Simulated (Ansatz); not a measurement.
Geometry optimisation, DFT PBE, scalar-relativistic, plane waves, PAW (Ansatz 0.2.0).

Input file:

```yaml
crystal:
  lattice:
    - [0.0, 5.43, 5.43]
    - [5.43, 0.0, 5.43]
    - [5.43, 5.43, 0.0]
  atoms:
    - { symbol: Si, position: [0.0, 0.0, 0.0] }
    - { symbol: Si, position: [0.125, 0.125, 0.125] }
    - { symbol: Si, position: [0.0, 0.0, 0.5] }
    - { symbol: Si, position: [0.125, 0.125, 0.625] }
    - { symbol: Si, position: [0.0, 0.5, 0.0] }
    - { symbol: Si, position: [0.125, 0.625, 0.125] }
    - { symbol: Si, position: [0.0, 0.5, 0.5] }
    - { symbol: Si, position: [0.125, 0.625, 0.625] }
    - { symbol: Si, position: [0.5, 0.0, 0.0] }
    - { symbol: Si, position: [0.625, 0.125, 0.125] }
    - { symbol: Si, position: [0.5, 0.0, 0.5] }
    - { symbol: Si, position: [0.625, 0.125, 0.625] }
    - { symbol: Si, position: [0.5, 0.5, 0.0] }
    - { symbol: Si, position: [0.625, 0.625, 0.125] }
    - { symbol: Si, position: [0.5, 0.5, 0.5] }
    - { symbol: Si, position: [0.625, 0.625, 0.625] }
    - { symbol: Cu, position: [0.87728619, 0.37655854, 0.37251004] }
total_charge: 1
basis:
  ecutwfc: 420.0
kpoints:
  mp_grid: { grid: [2, 2, 2] }
hamiltonian:
  xc: pbe
  pseudopotentials: { kind: paw, azcp: { folder: soft_1 } }
scf:
  occupations: { method: gaussian, width: 0.05 }
  lower_state_search: "off"
relax:
  f_tol: 0.03
  max_steps: 60
  adjacent_minimum: "off"
```

Launched with:

```bash
$ ansatz run input.yaml --threads 1 --pin off --max-ram 3072MiB --backend cpu --events-out ev --progress --plain --runs-dir out
```

Where does it end, and by what steps?

The forces met the threshold. The force dipped under the threshold on the way, but the program's further checks kept it going. Limits of this set-up: charged cell in a uniform background, uncorrected. After 13 steps the energy has fallen by 0.136 eV; Cu17 moved furthest, 0.25 Å.

```tsv
step	energy less start (eV)	largest force component (eV/Å)	accepted
0	0.0000	0.541	yes
1	-0.0950	0.150	yes
2	-0.1010	0.021	yes
3	-0.1010	0.021	yes
4	-0.1012	0.022	yes
5	-0.1022	0.128	yes
6	-0.1046	0.139	yes
7	-0.1063	0.221	yes
8	-0.1149	0.168	yes
9	-0.1225	0.218	yes
10	-0.1288	0.095	yes
11	-0.1328	0.104	yes
12	-0.1363	0.015	yes
13	-0.1363	0.015	yes
```

```xyz
17
Lattice="0.0000 5.4300 5.4300 5.4300 0.0000 5.4300 5.4300 5.4300 0.0000" Properties=species:S:1:pos:R:3
Si 0.060 0.033 -0.059
Si 1.360 1.318 1.400
Si 2.770 2.723 -0.004
Si 4.116 4.141 1.312
Si 2.577 -0.138 2.852
Si 4.032 1.315 4.067
Si 5.430 2.716 2.652
Si 6.658 3.947 4.193
Si 0.064 2.779 2.686
Si 1.416 4.127 4.026
Si 2.765 5.480 2.671
Si 4.121 6.838 4.009
Si 2.753 2.774 5.373
Si 4.036 4.077 6.830
Si 5.438 5.491 5.427
Si 6.858 6.833 6.743
Cu 3.914 6.633 6.931
```

Time of the run: 74 s on 1 thread of Arm Neoverse V2, on a shared host, peak memory 0.56 GiB.
